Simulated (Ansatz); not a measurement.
Mulliken charges of CuH4NO, SMILES `[NH2][Cu-][OH2+]` from ωB97M-V/def2-TZVPP in Ansatz (PBE0-D4/def2-TZVP geometry).

```
atom   x (Å)   y (Å)   z (Å)  charge (e)
  N1  -1.319   1.210  -0.575      -0.436
 Cu2  -0.133  -0.024   0.030       0.040
  O3   1.072  -1.471   0.577      -0.245
  H4  -0.841   2.042  -0.912       0.092
  H5  -1.913   1.537   0.183       0.094
  H6   1.182  -2.142  -0.105       0.230
  H7   1.952  -1.153   0.803       0.225
```

Question: By hand: the dipole of these point charges (1 e Å = 4.8032 D).

Answer: Σ q r = (0.761, -0.588, 0.200) e Å, of length 0.982 e Å = 4.72 D.

Question: How does the dipole of the full density compare? (An estimate is asked.)

Answer: Ansatz gave: (1.044, -0.719, 0.288) e Å, 6.24 D; the point charges give 0.76 times that, at 3° from its direction.

Point charges leave out the atoms' own dipoles, such as those of lone pairs, and Mulliken's split depends on the basis, so the two needn't agree.
